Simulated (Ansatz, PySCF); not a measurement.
C2H4N2OSi, SMILES O[SiH]1N=CC=N1. Atoms are numbered in the order given.

```xyz
10

O      1.9773    -0.2121     0.7806
Si     0.6327    -0.5261    -0.1220
N     -0.8797    -0.7271     0.8339
C     -1.6840     0.1387     0.3556
C     -1.1450     1.0445    -0.7624
N      0.0635     0.8581    -1.1227
H      1.9636     0.5406     1.3835
H      0.9346    -1.7157    -0.9402
H     -2.7230     0.2532     0.7127
H     -1.7934     1.8155    -1.2155
```
Charge 0, spin multiplicity 1.

The structure is a stationary point at B3LYP-D3(BJ)/def2-SVP. The structure was generated by enumeration, and PubChem lists no compound with its InChIKey, so it may never have been made. One conformer was computed; it need not be the lowest.

Two levels are set side by side: PBE-D3(BJ)/def2-SVP (Ansatz, a program for electronic structure) and B3LYP-D3(BJ)/def2-SVP (Ansatz). Each level has its own optimised geometry; the coordinates shown are those of the second. Frequencies come from the Hessian of PySCF at each geometry. Differences are taken from unrounded values.

```csv
quantity,B3LYP-D3(BJ)
mean bond length (Å),1.399
bond O1–Si2 (Å),1.650
bond Si2–N3 (Å),1.800
bond Si2–N6 (Å),1.800
bond N3–C4 (Å),1.275
bond C4–C5 (Å),1.537
bond C5–N6 (Å),1.275
bond O1–H7 (Å),0.965
bond Si2–H8 (Å),1.475
bond C4–H9 (Å),1.105
bond C5–H10 (Å),1.105
highest harmonic wavenumber (cm⁻¹),3877
mean harmonic wavenumber (cm⁻¹),1197
zero-point energy (kcal/mol),41.07
```

### Question
What does PBE-D3(BJ) give, and how far is it from B3LYP-D3(BJ)? (The exact figures need the calculation; the answer reports its results.)

### Answer

| quantity | PBE-D3(BJ) | PBE-D3(BJ) minus B3LYP-D3(BJ) |
|---|---|---|
| mean bond length (Å) | 1.409 | 0.010 |
| bond O1–Si2 (Å) | 1.664 | 0.014 |
| bond Si2–N3 (Å) | 1.812 | 0.012 |
| bond Si2–N6 (Å) | 1.812 | 0.012 |
| bond N3–C4 (Å) | 1.286 | 0.011 |
| bond C4–C5 (Å) | 1.536 | 0.000 |
| bond C5–N6 (Å) | 1.286 | 0.011 |
| bond O1–H7 (Å) | 0.973 | 0.009 |
| bond Si2–H8 (Å) | 1.490 | 0.015 |
| bond C4–H9 (Å) | 1.114 | 0.009 |
| bond C5–H10 (Å) | 1.114 | 0.009 |
| highest harmonic wavenumber (cm⁻¹) | 3768 | -109 |
| mean harmonic wavenumber (cm⁻¹) | 1159 | -38 |
| zero-point energy (kcal/mol) | 39.77 | -1.30 |

Exact exchange shortens and stiffens bonds; PBE has none. Differences between two approximate levels are no errors against the true value.
